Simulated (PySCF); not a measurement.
# Shifts of the heteroatoms

Atom-mapped SMILES (the numbers label the heavy atoms): `[CH3:1][NH:2][SiH2:3][O:4][SiH2:5][O:6][SiH3:7]` (H(Xn): hydrogen on atom n).

Method: shielding tensors at PBE0/pcSseg-1 (GIAO), GFN2-xTB geometry, in PySCF 2.14.0 with density-fitted response routines (non-relativistic, equivalent nuclei averaged, no solvent, one computed conformer).

Task: Where does $^{29}$Si resonate?

Result: 
| atoms | environment | σ (ppm) | δ (ppm) |
| --- | --- | --- | --- |
| Si3 | silicon bonded to N, O, 2 H | 387.3 | -38.4 |
| Si7 | silicon bonded to O, 3 H | 393.8 | -43.7 |
| Si5 | silicon bonded to 2 O, 2 H | 396.6 | -46.0 |

Shieldings were converted by a linear fit to measured shifts: $^{29}$Si (scatter 8.9 ppm rms, 25.8 ppm with the 6 outliers that the fit left out vs TMS, solution or neat liquid). Occasional misses reach two or three times the rms, and more in compound classes unlike the fitted ones.

On a 600 MHz spectrometer $^{29}$Si resonates near 119.2 MHz, so 1 ppm is 119.2 Hz.

Task: Predict the $^{15}$N NMR data.

Result: 
```csv
atoms,environment,σ (ppm),δ (ppm)
N2,"nitrogen bonded to C, Si, H",240.3,-369.4
```

Shieldings were converted by a linear fit to measured shifts: $^{15}$N: δ = -148.07 − 0.921σ (rms 6.3 ppm, 71 shifts vs CH3NO2, solution or neat liquid). A few per cent of atoms miss by over 2 rms, more outside the fitted compound classes.

On a 300 MHz spectrometer $^{15}$N resonates near 30.4 MHz, so 1 ppm is 30.4 Hz.

Task: What are the $^{17}$O shifts?

Result: 
| atoms | environment | σ (ppm) | δ (ppm) |
| --- | --- | --- | --- |
| O4 | oxygen bonded to 2 Si | 263.5 | 26.7 |
| O6 | oxygen bonded to 2 Si | 293.1 | -0.3 |

Shieldings were converted by a linear fit to measured shifts: $^{17}$O (scatter 10.7 ppm rms, 12.2 ppm with the 3 outliers that the fit left out vs liquid water, solution or neat liquid). Occasional misses reach two or three times the rms, and more in compound classes unlike the fitted ones.

On a 300 MHz spectrometer $^{17}$O resonates near 40.7 MHz, so 1 ppm is 40.7 Hz.
